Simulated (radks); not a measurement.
Ru3+, 41 electrons, occupied as [Ar] 3d10 4s2 4p5 4d6 (not the ground configuration). All-electron calculation, Dirac Kohn-Sham, BLYP, spin-unpolarised, spherical densities, finite nucleus; open shells fill j = l - 1/2 first; Fermi nuclear charge, rms radius 4.4809 fm. Program: a radial shooting solver on a logarithmic mesh with Libxc functionals.

Normalised radial functions P(r) = r R(r) (large component), r in bohr:

```
   r/bohr * 3d3/2, o 4p1/2, + 4d5/2 (the largest magnitude, 1.6, reaches the edge; | marks zero, & curves that meet)
 0.004757                             &
 0.006345                             &
 0.008462                             &o
   0.0112                             &o
  0.01493                             &o
  0.01992                             & o
  0.02635                             &  o
  0.03515                             +*  o
  0.04651                             |+*  o
  0.06203                             |+  * o
  0.08273                             | +   o*
   0.1095                             |   &      *
    0.146                             o    +           *
   0.1947                        o    |      +               *
   0.2577                    o        |       +                  *
   0.3436                    o        |     +                    *
   0.4583                           o |+                    *
   0.6064                        +    |        o    *
   0.8088                 +           |      *         o
    1.079              +              | *               o
    1.427               +             |*           o
    1.904                   +         *     o
    2.539                       +     * o
     3.36                           + &
    4.481                            +&
    5.977                             &
    7.908                             &
```

3d3/2: eigenvalue -313.53 eV, 0 radial nodes, <r> = 0.382 bohr, 90 % of the charge inside 0.608 bohr. 4p1/2: eigenvalue -84.370 eV, 2 radial nodes at r = 0.148, 0.479 bohr, <r> = 1.08 bohr, 90 % of the charge inside 1.60 bohr. 4d5/2: eigenvalue -38.054 eV, 1 radial node at r = 0.483 bohr, <r> = 1.43 bohr, 90 % of the charge inside 2.22 bohr.
